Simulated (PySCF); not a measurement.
Species: C₆H₆O₃ (charge -1 and doublet state).
SMILES with atom numbers: `[O-:1][C:2]1[CH:3]=[CH:4][O:5][C:6]([CH2:7][OH:8])=[CH:9]1` (hydrogens: H10 on C3; H11 on C4; H12, H13 on C7; H14 on O8; H15 on C9)

Geometry (GFN2-xTB, Å), atoms numbered from 1 in this order:
```
atom  x, y, z in Å
O1    -1.954   -1.540   -1.859
C2    -1.409   -0.828   -0.961
C3    -2.157    0.131   -0.151
C4    -1.579    0.875    0.799
O5    -0.245    0.838    1.150
C6     0.530   -0.069    0.362
C7     1.983    0.018    0.634
O8     2.713    0.827   -0.324
C9    -0.031   -0.841   -0.632
H10   -3.217    0.245   -0.336
H11   -2.104    1.604    1.408
H12    2.168    0.483    1.606
H13    2.440   -0.985    0.617
H14    2.227    0.750   -1.154
H15    0.632   -1.499   -1.182
```

The hyperfine couplings belong to this conformer and change with its torsions.

The calculation used UKS B3LYP, pcH-1 on C H O, non-relativistic, mean-field spin-orbit, GIAO in PySCF 2.14.0. Whether the extra electron is bound in the gas phase wasn't checked; a finite basis holds it in any case. Couplings are sensitive to structure, and on GFN2-xTB geometries they can be far from those on DFT ones, by a factor of two or more for some ions and for spin on atoms past the first row. The SCF solution wasn't tested for stability.

The isotropic 1H couplings, averaged over equivalent nuclei, are -9.9, +9.1, -4.8, +2.8, -2.3 MHz. Assign them to H10; H11; H12/H13; H14; H15.

```
   site  a_iso (MHz)  ρ(0) (bohr⁻³)                                         position  distance from C6 (Å)  bound to  spin population there  largest |T| (MHz)
    H10         +2.8        +0.0006                                  4 bonds from C6                  3.82        C3                  -0.08                2.6
    H11         -9.9        -0.0022  3 bonds from C6, on C4 of spin population +0.12                  3.29        C4                  +0.12                6.9
H12/H13         +9.1        +0.0020                                  2 bonds from C6                  2.13        C7                  +0.01                6.1
    H14         -4.8        -0.0011                                  3 bonds from C6                  2.42        O8                  +0.03                6.5
    H15         -2.3        -0.0005                                  2 bonds from C6                  2.11        C9                  -0.01                4.1
```

ρ(0) is the spin density at the nucleus and T the dipolar tensor; entries for several nuclei are means. The Mulliken spin populations are largest on C6 (+0.43), O1 (+0.21), C2 (+0.20) and C4 (+0.12). Three atoms exceed +0.15.

β density exceeds α density at some nuclei, such as C9 (-0.0168), C3 (-0.0147) and C7 (-0.0127), spin density in bohr⁻³. In a single determinant that takes different orbitals for the two spins, that is spin polarisation.

Class means assume fast exchange of nuclei equivalent by connectivity; if that motion is slow, each nucleus keeps its own coupling. The 1H value of +9.1 MHz is a mean of couplings from 3.4 to 14.9 MHz in this one geometry, not an average over conformers.

The SMILES `[O-][C]1C=COC(CO)=C1` draws the unpaired electron on C2, whose computed spin population is only +0.20.
